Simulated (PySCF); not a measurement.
Species: C5H7BS.
Atom-mapped SMILES: `[BH2:1][c:2]1[s:3][cH:4][cH:5][c:6]1[CH3:7]` (hydrogens: H8, H9 on B1; H10 on C4; H11 on C5; H12, H13, H14 on C7)

Vertical excitations from PySCF (density fitting, frozen core in the response, grid level 2 and gas phase unless stated; continuum runs use non-equilibrium linear response for the excitations) on a GFN2-xTB geometry. Reference run:

```json
{"settings": "PBE0/def2-SVPD, full TDDFT, 6 singlets", "S1, eV (f)": "4.42 (0.071)", "S2, eV (f)": "4.71 (0.224)", "S3, eV (f)": "5.50 (0.000)", "S4, eV (f)": "6.00 (0.002)", "S5, eV (f)": "6.25 (0.002)", "S6, eV (f)": "6.36 (0.023)", "T1, eV (Tamm–Dancoff)": "2.98", "mean α (au)": "92.1"}
```

What do these settings give: (1) BLYP/6-311+G(2d,p), energy threshold 1e-08 Eh, TDA, 6 singlets; (2) wB97X/IGLO-II, damping 0.2 at the start, DIIS from the seventh cycle, full TDDFT, 3 singlets?

```csv
settings,"S1, eV (f)","S2, eV (f)","S3, eV (f)","S4, eV (f)","S5, eV (f)","S6, eV (f)","T1, eV (Tamm–Dancoff)",mean α (au)
"BLYP/6-311+G(2d,p), energy threshold 1e-08 Eh, TDA, 6 singlets",4.07 (0.053),4.68 (0.311),5.05 (0.000),5.51 (0.001),5.58 (0.001),5.68 (0.005),2.91,95.4
"wB97X/IGLO-II, damping 0.2 at the start, DIIS from the seventh cycle, full TDDFT, 3 singlets",4.79 (0.202),4.93 (0.127),5.91 (0.001),–,–,–,3.15,82.7
```

(1) S1 moves by -0.35 eV; functional, basis and response scheme change together, so the shift can't be laid on one. (2) S1 moves by +0.37 eV; functional and basis change together, so the shift can't be laid on one. States are counted by energy in each run and needn't keep their character from row to row.

All basis functions are spherical, in the Pople sets too.

Which orbital pairs make up S1 in each run, and how does it sit against the orbital gap?

```
                                                                                    settings  S1 configurations (weight)  S1 (eV)  orbital gap (eV)  S1 − gap (eV)
                                                      PBE0/def2-SVPD, full TDDFT, 6 singlets        H→L 0.74, H−1→L 0.23     4.42              5.13          -0.71
                              BLYP/6-311+G(2d,p), energy threshold 1e-08 Eh, TDA, 6 singlets        H→L 0.57, H−1→L 0.34     4.07              3.31          +0.76
wB97X/IGLO-II, damping 0.2 at the start, DIIS from the seventh cycle, full TDDFT, 3 singlets                    H→L 0.93     4.79              9.28          -4.49
```

